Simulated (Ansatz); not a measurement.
Reaction (redistribution): `FB[SiH3]` + `C[N]([SiH3])[GeH3]` → `C[N]([GeH3])BF` + disilane

Isolated molecules relaxed with PBE0-D4/def2-TZVP in Ansatz; ΔE leaves out vibrations. CCSD(T)/CBS is the MP2 limit (def2-TZVPP, def2-QZVPP) plus CCSD(T) − MP2 in def2-TZVPP, frozen cores. DFT in def2-TZVPP. HSE06 is defined as in plane-wave codes. For Ge outer-core shells are correlated without core-valence functions, which leaves a few kJ/mol of doubt a bond. Scalar relativity is left out up to krypton. One conformer a species, not always the lowest.

| species | HSE06-D4 energy (Eh) |
| --- | --- |
| `FB[SiH3]` | -416.40194 |
| `C[N]([SiH3])[GeH3]` | -2464.31039 |
| `C[N]([GeH3])BF` | -2298.43384 |
| `[SiH3][SiH3]` | -582.32873 |

(1) Work out ΔE.

Largest T1 diagnostic among the species: 0.014.

## Answers

(1) ΔE = (-2298.43384) + (-582.32873) − (-416.40194) − (-2464.31039) = -0.05024 Eh = -31.5 kcal/mol. CCSD(T)/CBS gives -29.3 kcal/mol.

At CCSD(T), def2-SVP lies −3.4 kcal/mol from the extrapolated value and def2-TZVPP −0.5 kcal/mol. In def2-TZVPP, CCSD(T) changes the Hartree–Fock value by −1.9 kcal/mol (the triples alone add −0.3 kcal/mol) and MP2 by −1.4 kcal/mol. Leaving LDA and LC-ωPBE aside and taking each functional with its dispersion term where it has one, the values, not all of them listed here, spread over 2.4 kcal/mol, from PBE-D4 to BHLYP-D4. LDA lies −2.2 kcal/mol from PBE without D4.
